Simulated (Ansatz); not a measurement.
Breaking the N3–H4 bond in H3NSi (SMILES N[SiH]) (multiplicity 1 held, fragments rigid). Energies count from the point at 1.009 Å.
Geometry at that point (charge 0, multiplicity 1):
```xyz
5

Si    -0.245     0.391     0.510
H     -0.586     1.474    -0.515
N      0.398    -0.690    -0.654
H      0.463    -0.528    -1.648
H      0.765    -1.593    -0.395
```

U- levels take the lowest unrestricted solution at each point, which mixes spins at long bonds. Active spaces are followed from a long bond inwards. Curves can end on different states.

Correlated levels freeze the cores.

The values were computed with Ansatz (Gaussian orbitals). Values without a source in brackets are computed.

**Question.** What energy at R = 3.229 Å does FIC-MRCISD+Q on CASSCF(2,2)/cc-pV(D+d)Z give?

**Answer.** 4.64 eV

**Question.** Give the energy at R = 3.229 Å at the level U-SCS-MP2/cc-pV(D+d)Z.

**Answer.** 5.08 eV

**Question.** Predict the energy at R = 3.229 Å from FIC-MRCISD on CASSCF(2,2)/cc-pV(D+d)Z.

**Answer.** 4.83 eV

Doubts at one or more of the structures used: a spin-contaminated determinant (U-SCS-MP2/cc-pV(D+d)Z).

Ansatz is an electronic-structure program.
